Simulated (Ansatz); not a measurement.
Born–Oppenheimer molecular dynamics of C$_{2}$H$_{5}$B$_{2}$ClO (11 atoms, charge 0, multiplicity 1). It starts from a relaxed structure.

Level of theory: UKS PBE-D4/STO-3G (Ansatz).

```json
{
  "ensemble": "NVE (velocity Verlet)",
  "time step": "0.5 fs",
  "steps asked": "165",
  "starting velocities drawn for": "500 K",
  "masses": "H 2.014 u",
  "seed": "674040"
}
```

First frame:

```xyz
11
Properties=species:S:1:pos:R:3
B -1.149 -0.297 -0.518
C 0.141 -1.035 0.157
B 1.034 0.139 0.624
Cl 2.369 0.207 1.798
C 0.470 1.438 -0.075
O -0.686 1.203 -0.681
H -1.478 -0.612 -1.615
H -2.096 -0.221 0.205
H -0.046 -1.804 0.932
H 0.671 -1.570 -0.670
H 0.834 2.495 -0.136
```

(1) How far do the bonds stretch over the last three quarters of this one trajectory? (Pairs bonded in most of those frames.)

Answers

(1) 
| bond | mean (Å) | spread (Å) | shortest | longest |
| --- | --- | --- | --- | --- |
| B1–C2 | 1.630 | 0.022 | 1.58 | 1.68 |
| B1–O6 | 1.575 | 0.042 | 1.51 | 1.65 |
| B1–H7 | 1.190 | 0.010 | 1.18 | 1.21 |
| B1–H8 | 1.197 | 0.014 | 1.17 | 1.22 |
| C2–B3 | 1.550 | 0.018 | 1.51 | 1.57 |
| C2–H9 | 1.117 | 0.034 | 1.05 | 1.17 |
| C2–H10 | 1.127 | 0.036 | 1.06 | 1.18 |
| B3–Cl4 | 1.785 | 0.015 | 1.76 | 1.81 |
| B3–C5 | 1.579 | 0.022 | 1.55 | 1.62 |
| C5–O6 | 1.329 | 0.006 | 1.32 | 1.34 |
| C5–H11 | 1.121 | 0.003 | 1.12 | 1.13 |

Mean temperature of the second half: 262 K. The conserved energy stayed within 0.15 meV per atom of its start (net change 0.12 meV per atom), so the integration is sound. The temperature averaged 0.52 of the 500 K drawn at the start: a run that starts near a minimum puts about half its kinetic energy into the potential. A run of 0.083 ps of so small a system gives no equilibrium averages. Limits of this set-up: minimal basis.

Run time: 16 min on 1 thread of Arm Neoverse N1, on a shared host, peak memory 0.12 GiB.
